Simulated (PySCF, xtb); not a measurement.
boron oxyfluoride anion (BFO), SMILES O=BF (connectivity only; charge and spin as stated), charge -1, multiplicity 2. Atoms are numbered in the order given.

```xyz
3

F      0.1032    -1.1732     0.0000
B     -0.3951     0.1112     0.0000
O      0.1309     1.2504     0.0000
```
Charge -1, spin multiplicity 2.

Geometry optimised at PBE0-D3(BJ)/def2-TZVPD. The multiplicity is an assumed one; other spin states were not compared.

The numbers are results of IEF-PCM-PBE0/def2-SVPD (PySCF), not measurements.

The values are the electrostatic part of the solvation free energy, E(continuum) − E(gas) at the gas-phase geometry, in a cavity of scaled van der Waals radii (PySCF's table); cavitation and dispersion terms are not included.

```
solvent                    ε  ΔG(elec) (kcal/mol)
---------------------  -----  -------------------
water                  78.36                -62.5
N,N-dimethylformamide  37.22                -61.5
chlorobenzene           5.70                -51.9
```

For comparison, GFN2-xTB/ALPB(water) (xtb, at the GFN2-xTB geometry, all terms of that model) gives -72.2 kcal/mol.
